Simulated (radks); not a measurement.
Values are calculated unless marked as measured or tabulated.
Pb XIII, configuration [Xe] 4f14 5d2.

Code: a radial shooting solver on a logarithmic mesh with Libxc functionals. Model: Dirac Kohn-Sham, PBE, spin-unpolarised, spherical densities, point nucleus; open shells are shared between the two j in proportion to 2j + 1.

Energy parts (hartree):
total: -20885.8609
kinetic: 24329.4601
electron-nucleus: -52312.7615
Hartree: 7479.6160
exchange-correlation: -382.1755

Orbitals (lengths in bohr, moments of r in powers of bohr; r(max) is where P^2 peaks):
orbital  occ.  eigenvalue (hartree)    r(max)      <r^2>  <1/r>  small-component weight
1s1/2       2             -3241.447  0.009835  0.0003571  101.5                9.80e-02
2s1/2       2             -585.9763   0.05735   0.005361  25.08                2.26e-02
2p1/2       2             -562.9785   0.04198   0.003774  25.01                2.27e-02
2p3/2       4             -482.4948   0.04970   0.004956  19.97                1.99e-02
3s1/2       2             -146.7600    0.1614    0.03473  9.197                7.60e-03
3p1/2       2             -136.4046    0.1504    0.03157  9.103                7.55e-03
3p3/2       4             -118.4365    0.1659    0.03790  7.783                6.75e-03
3d3/2       4             -101.4632    0.1288    0.02890  7.683                6.64e-03
3d5/2       6             -97.63858    0.1331    0.03061  7.389                6.43e-03
4s1/2       2             -39.37665    0.3625     0.1663  3.909                2.62e-03
4p1/2       2             -34.89389    0.3601     0.1686  3.798                2.53e-03
4p3/2       4             -30.48330    0.3916     0.1995  3.342                2.22e-03
4d3/2       4             -23.19052    0.3826     0.2067  3.148                2.02e-03
4d5/2       6             -22.36492    0.3922     0.2173  3.046                1.94e-03
4f5/2       6             -12.90914    0.3464     0.2354  2.719                1.59e-03
4f7/2       8             -12.72056    0.3508     0.2415  2.680                1.56e-03
5s1/2       2             -12.86688    0.7780     0.7553  1.688                7.69e-04
5p1/2       2             -11.25663    0.8099     0.8353  1.587                6.98e-04
5p3/2       4             -10.29903    0.8763     0.9698  1.439                6.19e-04
5d3/2     0.8              -7.87185    0.9668      1.230  1.256                4.93e-04
5d5/2     1.2              -7.71882    0.9876      1.279  1.227                4.78e-04

The highest occupied level is 5d5/2 at -210.04 eV. Summed over all electrons, <r^2> = 17.15 bohr^2, which gives a Langevin (diamagnetic) susceptibility term of -13.6 x 10^-6 cm^3/mol.
